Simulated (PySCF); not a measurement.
**Ionisation energy of Bi²⁺ by level of theory**

Bi²⁺ [Xe] 4f14 5d10 6s2 6p1 [6p1/2^1, M_J = 1/2] → Bi³⁺ [Xe] 4f14 5d10 6s2, as a difference of total energies. All numbers are calculated (PySCF 2.14, the two-component X2C-1e Hamiltonian, in x2c-SVPall-2c (7s11p7d2f, 89 functions)). Correlated levels: [Kr] 4d10 4f14 frozen; the 22 highest virtual spinors dropped. "Screened" scales the spin-orbit matrix elements by Boettger's factors to mimic the two-electron term; Breit and QED terms are absent.

```
                    method  ionisation energy (eV)
           GHF (spin-free)                  22.974
          GMP2 (spin-free)                  23.103
 GHF (screened spin-orbit)                  24.941
GMP2 (screened spin-orbit)                  24.942
```

The spin-free rows lack the spin-orbit shift.

Errors of the correlated levels include the incompleteness of this basis and the frozen core.

For comparison: 25.571 eV (measured; NIST Atomic Spectra Database, ionization energies).
